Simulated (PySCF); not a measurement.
**A survey of 29Si NMR shifts**

- GIAO PBE0/pcSseg-1 shieldings
- coordinates at the GFN2-xTB level
- run in PySCF 2.14
- fast rotation and ring inversion assumed for equivalent nuclei, no relativistic terms, in vacuum, one computed conformer

Shieldings were converted by a linear fit to measured shifts: 29Si (scatter 8.9 ppm rms, 25.8 ppm with the 6 outliers that the fit left out vs TMS, solution or neat liquid). Occasional misses reach two or three times the rms, and more in compound classes unlike the fitted ones.

(1) Give the 29Si shifts of `C[C@@H](F)[SiH2][Si@@H]([SiH3])P`, `FC(F)(F)[SiH3]`, `CCC[SiH](F)F`.

(2) Order these by 29Si shift, lowest first.
A. O=C1C=C([SiH2]F)C(=O)O1
B. C/C([SiH3])=C(\Cl)C(=O)F
C. CC#CCC[SiH2]SCC

## Answers

(1) 
| compound | environment | δ (ppm) |
| --- | --- | --- |
| [CH3:1][C@@H:2]([F:3])[SiH2:4][Si@@H:5]([SiH3:6])[PH2:7] | Si4: silicon bonded to C, Si, 2 H | -49.7 |
| [CH3:1][C@@H:2]([F:3])[SiH2:4][Si@@H:5]([SiH3:6])[PH2:7] | Si6: silicon bonded to Si, 3 H | -87.7 |
| [CH3:1][C@@H:2]([F:3])[SiH2:4][Si@@H:5]([SiH3:6])[PH2:7] | Si5: silicon bonded to P, 2 Si, H | -92.0 |
| FC(F)(F)[SiH3] | silicon bonded to C, 3 H | -65.5 |
| CCC[SiH](F)F | silicon bonded to C, 2 F, H | -9.4 |

(2) B (-65.9 ppm, silicon bonded to C, 3 H), C (-23.0 ppm, silicon bonded to C, S, 2 H), A (-14.3 ppm, silicon bonded to C, F, 2 H).
